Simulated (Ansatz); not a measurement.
Relaxation of F$_{2}$H$_{5}$HfNOS (11 atoms, charge 0, multiplicity 1), to a largest force component of 0.03 eV/Å in at most 50 steps.

Theory: RKS B3LYP-D4/def2-SVP (Ansatz 0.2.0).

```xyz
11
Properties=species:S:1:pos:R:3
Hf 0.165 -0.160 -0.146
F -0.160 0.037 1.785
O 2.009 -0.599 -0.469
H 2.963 -0.603 -0.567
F -0.339 1.491 -1.009
N -0.877 -1.726 -0.914
H -0.507 -2.576 -1.336
H -1.894 -1.738 -0.977
S -3.358 0.198 1.080
H -3.547 -1.105 1.404
H -2.262 0.296 1.915
```

**Question.** Where does it end, and by what steps?

**Answer.** The forces met the threshold. The force dipped under the threshold on the way, but the program's further checks kept it going. After 33 steps the energy has fallen by 0.160 eV; H11 moved furthest, 1.46 Å. Joined: Hf1–S9 (3.75 → 3.09 Å).

```
step  energy less start (eV)  largest force component (eV/Å)  accepted
   0                  0.0000                           0.532       yes
   2                 -0.0422                           0.271       yes
   4                 -0.0870                           0.264       yes
   6                 -0.0977                           0.089       yes
   8                 -0.1073                           0.094       yes
  10                 -0.1025                           0.898        no
  12                 -0.1217                           0.294       yes
  14                 -0.1265                           0.172       yes
  16                 -0.1352                           0.256       yes
  18                 -0.1450                           0.130       yes
  20                 -0.1493                           0.029       yes
  22                 -0.1480                           0.300        no
  24                 -0.1552                           0.120       yes
  26                 -0.1564                           0.056       yes
  28                 -0.1577                           0.169       yes
  30                 -0.1593                           0.009       yes
  32                 -0.1595                           0.065       yes
  33                 -0.1597                           0.026       yes
```

```xyz
11
Properties=species:S:1:pos:R:3
Hf -0.025 -0.397 0.086
F -0.023 -0.811 1.989
O 1.810 -0.533 -0.474
H 2.753 -0.473 -0.627
F -0.558 1.441 -0.274
N -0.887 -1.812 -1.119
H -0.365 -2.375 -1.790
H -1.868 -2.077 -1.174
S -2.989 -0.242 0.947
H -2.665 -0.316 2.259
H -2.990 1.111 0.943
```

Whether the end is a true minimum wasn't checked by a vibrational analysis.

Time of the run: 99 s on 4 threads of Arm Neoverse V2 (shared host), peak memory 0.34 GiB.
